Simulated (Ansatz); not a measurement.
One change: `BC(Cl)I` becomes `B[CH](Cl)[GaH][OH]`.

Ansatz, PBE0-D4/def2-TZVP geometries, multiplicity 1. Each molecule was computed in one conformer, which needn't be the lowest.

Elements past krypton have def2 core potentials. Scalar relativity is left out up to krypton.

| property | `BC(Cl)I` |
| --- | --- |
| size of the dipole moment (B3LYP/def2-TZVPP) / D | 1.14 |
| HOMO energy (ωB97M-V/def2-TZVPP) / eV | -10.08 |
| size of the dipole moment (ωB97M-V/def2-TZVPP) / D | 1.14 |
| LUMO energy (PBE0/def2-TZVPP) / eV | -2.08 |
| ideal-gas entropy at 298 K and 1 bar (rigid rotor, harmonic PBE0-D4/def2-TZVP) / J/(mol·K) | 321 |
| LUMO energy (B3LYP/def2-TZVPP) / eV | -2.30 |

Problem. What does the change do to each property? (An estimate is asked.)

Solution. The calculation gave: 
| property | `B[CH](Cl)[GaH][OH]` | shift |
| --- | --- | --- |
| size of the dipole moment (B3LYP/def2-TZVPP) / D | 1.58 | 0.44 |
| HOMO energy (ωB97M-V/def2-TZVPP) / eV | -10.27 | -0.19 |
| size of the dipole moment (ωB97M-V/def2-TZVPP) / D | 1.57 | 0.43 |
| LUMO energy (PBE0/def2-TZVPP) / eV | -1.24 | 0.84 |
| ideal-gas entropy at 298 K and 1 bar (rigid rotor, harmonic PBE0-D4/def2-TZVP) / J/(mol·K) | 370 | 49 |
| LUMO energy (B3LYP/def2-TZVPP) / eV | -1.52 | 0.78 |

With PBE0 the HOMO falls by 0.13 eV and the LUMO rises by 0.84 eV, so the gap widens by about 0.97 eV. PBE moves the HOMO by 0.01 eV and ωB97M-V by -0.19 eV. The zero-point energy changes by 53.2 kJ/mol with +9 modes. Dipoles are sizes alone; their direction can turn. Modes under 60 cm⁻¹, often nearly free rotors, make the harmonic entropy too high.

B3LYP here is the variant with VWN-RPA as its local correlation; programs differ in this.

Spin–orbit coupling is left out; it splits and shifts lone-pair levels of the heavy atoms by tenths of an eV.
